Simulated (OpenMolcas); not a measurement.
## Exact exchange and the HOMO–LUMO gap of HfH2Cl2O2

The species is HfH2Cl2O2 (7 atoms), meant as a singlet with charge 0. SMILES: `Cl[Hf](Cl)(O)O`. The shape is that of a PBE0-D4/def2-TZVP optimisation. This is one conformer, not always the lowest.

The HOMO–LUMO gap y, in eV, basis def2-SVP with a core potential; a is the functional's share of exact exchange. Programs: OpenMolcas 26.06.

| functional | program | a | y (eV) |
| --- | --- | --- | --- |
| BLYP | OpenMolcas | 0 | 5.99 |
| PBE | OpenMolcas | 0 | 6.04 |
| B3LYP | OpenMolcas | 0.2 | 7.79 |
| PBE0 | OpenMolcas | 0.25 | ? |
| BHLYP | OpenMolcas | 0.5 | 10.42 |

Problem. Fit y = c + s·a to the known rows and predict PBE0.

Solution. 
1. Means of the 4 rows: a = 0.1750, y = 7.560.
2. Σ(Δa)² = 0.1675, Σ(Δa·Δy) = 1.476, so the slope is 1.476/0.1675 = 8.8119.
3. Intercept: 7.560 − (8.8119) × 0.1750 = 6.018. The largest residual of the fit is 0.028.
4. PBE0: 6.018 + (8.8119) × 0.25 = 8.22 eV.

The run gave 8.30 eV, so the prediction is off by -0.08 eV, more than the scatter of the fit. Exact exchange lowers occupied levels and raises empty ones. The rows mix families of semi-local functionals, which the line can't see.
